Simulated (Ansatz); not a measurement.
`C=[C](C)[GeH3]`. The species carries charge 0 and has multiplicity 1. All single points use the PBE0-D4/def2-TZVP geometry.

```xyz
12

C    -0.278    1.071    1.187
C    -0.117    0.097    0.296
C    -0.620   -1.293    0.524
Ge    0.805    0.468   -1.380
H     0.088    2.078    1.018
H    -0.788    0.893    2.132
H    -1.116   -1.385    1.494
H     0.198   -2.020    0.489
H    -1.332   -1.589   -0.254
H    -0.120    0.165   -2.575
H     2.050   -0.430   -1.513
H     1.229    1.945   -1.418
```

Problem. What is the dipole moment at B3LYP/def2-TZVPP? (An estimate is asked.)

Solution. The calculation gave: 0.70 D, with components (-0.34, -0.38, 0.48) D in this frame, pointing from negative to positive charge.

Problem. And with PBE, r2SCAN, ωB97M-V? (Estimate.)

Solution. Ansatz gave: PBE 0.73 D, r2SCAN 0.73 D, ωB97M-V 0.66 D.

Problem. Give the Mulliken charges with B3LYP, PBE, ωB97M-V in def2-TZVPP. (An estimate is asked.)

Solution. Computed: 
```tsv
atom	B3LYP	PBE	ωB97M-V
C1	-0.20	-0.18	-0.18
C2	-0.09	-0.07	-0.14
C3	-0.24	-0.24	-0.30
Ge4	0.13	0.10	0.08
H5	0.09	0.08	0.09
H6	0.09	0.08	0.09
H7	0.08	0.08	0.10
H8	0.10	0.10	0.12
H9	0.10	0.10	0.12
H10	-0.02	-0.02	0.01
H11	-0.02	-0.02	0.01
H12	-0.02	-0.02	0.01
```

B3LYP here is the variant with VWN-RPA as its local correlation; programs differ in this.
